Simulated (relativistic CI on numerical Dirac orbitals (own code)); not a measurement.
Method of calculation: Dirac-Coulomb-Breit CI, KLI orbitals optimised for each configuration, model QED (radiative potential, 1s self-energy scaled to tabulated hydrogen-like ionisation energies), unscaled Slater integrals (own radial code, finite nucleus).

The strongest absorption lines from the ground level of an ion, among the configurations computed and to levels below about 66.9 eV (vacuum wavelength in Å, gf): 196.95 (0.44), 197.72 (0.32), 198.03 (0.2), 199.23 (0.15), 200.85 (0.46), 201.79 (1.4), 202.64 (0.83), 203.76 (0.26).

Q: Which ion is it?
A. Ag⁶⁺
B. In⁶⁺
C. In⁸⁺
D. In¹⁰⁺

A: C. In⁸⁺ has 41 electrons and the ground level 4s2 4p6 4d5 6S_5/2; the strongest line goes to 4s2 4p6 4d4 5p 6P°_7/2. The pattern of lines fixes the number of electrons, and along that sequence the line energies rise steadily with the charge (about as its square where n changes within one kind of shell, about linearly where n is kept but much faster in heavy ions where fine structure, which grows about as Z⁴, sets the gap, and irregularly where shells cross), which fixes Z. Configurations outside the model, such as inner-shell arrays, can give stronger lines. At this charge configurations can still be misplaced by up to about 7 % of their energy. Terms inside the open d or f shell come out 10 to 20 % too wide with unscaled integrals.

LS names give the leading component of a level, which can be under half, so a name can repeat, a term be missing and a line seem to break the LS rules.
